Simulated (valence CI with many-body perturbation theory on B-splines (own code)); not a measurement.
# Ga XVIII: electric-dipole lines

Calculated by relativistic CI+MBPT: four valence electrons over a frozen Dirac-Fock core [Ne], radial functions for each j: 11 s, 11 p, 9 d, 7 f, 5 g, 2 h, 1 i, with the one-electron correlation potential Σ1 (screened to all orders), the two-electron term Σ2, the three-electron term Σ3, Breit, model QED; selected single and double excitations, second order for the rest (own B-spline code, finite nucleus).

No measured levels were compared; by estimate levels of excited configurations hold to 0.05 to 0.15 % of their energy, terms of the ground configuration to about 0.5 %.

Lines 201 to 215 of 215 in falling wavelength, among levels below 1136900 cm⁻¹, chosen from the strongest by gf and those to the six lowest levels. Wavelengths and rates use the calculated energies, so an error of 300 cm⁻¹ moves a line at 13.58 nm by 0.041 % and its rate by three times that or more. Electric multipoles are in the length gauge, E1 and E2 with the static RPA response of the core. Weak lines are less certain than strong ones. Lines between different terms over intervals too small for the method are left out, as are lines whose strength nearly cancels. Where a level lies close to another of its J and parity, the split of strength between their lines is uncertain. The highest levels of a list are the least certain.

Names give the largest LS component (configuration and term), which can be under half, so a name can repeat, a term be missing and a line seem to break the LS rules; names also repeat where a configuration has a term twice. Letters in brackets count levels of one name in rising energy.

| λ vac (nm) | Upper | Lower | A (s⁻¹) | S (a.u.) |
| --- | --- | --- | --- | --- |
| 13.58 | 3s3p²3d ³D_3 [a] | 3s3p³ ⁵S°_2 | 2.22e+09 | 1.92e-02 |
| 13.42 | 3s²3p3d ¹P°_1 | 3s²3p² ³P_2 | 5.42e+06 | 1.94e-05 |
| 13.32 | 3s3p²3d ¹F_3 | 3s3p³ ⁵S°_2 | 1.66e+08 | 1.35e-03 |
| 13.23 | 3s3p²3d ³F_2 [b] | 3s3p³ ⁵S°_2 | 3.68e+06 | 2.11e-05 |
| 13.11 | 3s²3p3d ¹P°_1 | 3s²3p² ³P_1 | 5.19e+08 | 1.73e-03 |
| 12.99 | 3s3p²3d ³F_3 [b] | 3s3p³ ⁵S°_2 | 1.34e+08 | 1.01e-03 |
| 12.93 | 3s3p²3d ³D_1 [b] | 3s3p³ ⁵S°_2 | 1.64e+07 | 5.26e-05 |
| 12.86 | 3s3p²3d ¹P_1 | 3s3p³ ⁵S°_2 | 1.02e+06 | 3.20e-06 |
| 12.83 | 3s3p²3d ³D_2 [b] | 3s3p³ ⁵S°_2 | 6.13e+07 | 3.19e-04 |
| 12.69 | 3s3p²3d ³P_1 [b] | 3s3p³ ⁵S°_2 | 8.00e+07 | 2.42e-04 |
| 12.64 | 3s²3p3d ¹P°_1 | 3s²3p² ³P_0 | 9.44e+08 | 2.83e-03 |
| 12.54 | 3s3p²3d ³P_2 [b] | 3s3p³ ⁵S°_2 | 3.07e+08 | 1.49e-03 |
| 12.52 | 3s3p²3d ³D_3 [b] | 3s3p³ ⁵S°_2 | 2.67e+08 | 1.81e-03 |
| 12.35 | 3s3p²3d ³D_1 [c] | 3s3p³ ⁵S°_2 | 4.40e+07 | 1.23e-04 |
| 12.33 | 3s3p²3d ³D_2 [c] | 3s3p³ ⁵S°_2 | 3.87e+06 | 1.79e-05 |
